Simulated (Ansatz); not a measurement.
Start from `O[SiH](F)[SiH2]S` and change one atom or group to get `O[SiH](F)[TeH]`.

Ansatz, PBE0-D4/def2-TZVP geometries, multiplicity 1. Each molecule was computed in one conformer, which needn't be the lowest.

Elements past krypton have def2 core potentials.  Spin–orbit coupling is left out; it splits and shifts lone-pair levels of the heavy atoms by tenths of an eV.

```json
{"property": "LUMO energy (PBE0/def2-TZVPP) / eV", "`O[SiH](F)[SiH2]S`": "-0.80"}
{"property": "HOMO energy (PBE0/def2-TZVPP) / eV", "`O[SiH](F)[SiH2]S`": "-7.54"}
{"property": "HOMO–LUMO gap (ωB97M-V/def2-TZVPP) / eV", "`O[SiH](F)[SiH2]S`": "10.56"}
{"property": "HOMO–LUMO gap (PBE0/def2-TZVPP) / eV", "`O[SiH](F)[SiH2]S`": "6.74"}
{"property": "HOMO energy (ωB97M-V/def2-TZVPP) / eV", "`O[SiH](F)[SiH2]S`": "-9.62"}
{"property": "LUMO energy (B3LYP/def2-TZVPP) / eV", "`O[SiH](F)[SiH2]S`": "-0.98"}
```

(1) What does the change do to each property? (An estimate is asked.)

Results:

(1) The calculation gave: 
```csv
property,`O[SiH](F)[TeH]`,shift
LUMO energy (PBE0/def2-TZVPP) / eV,-0.84,-0.04
HOMO energy (PBE0/def2-TZVPP) / eV,-6.83,0.71
HOMO–LUMO gap (ωB97M-V/def2-TZVPP) / eV,9.91,-0.65
HOMO–LUMO gap (PBE0/def2-TZVPP) / eV,5.99,-0.75
HOMO energy (ωB97M-V/def2-TZVPP) / eV,-8.91,0.71
LUMO energy (B3LYP/def2-TZVPP) / eV,-1.08,-0.10
```

B3LYP here is the variant with VWN-RPA as its local correlation; programs differ in this.
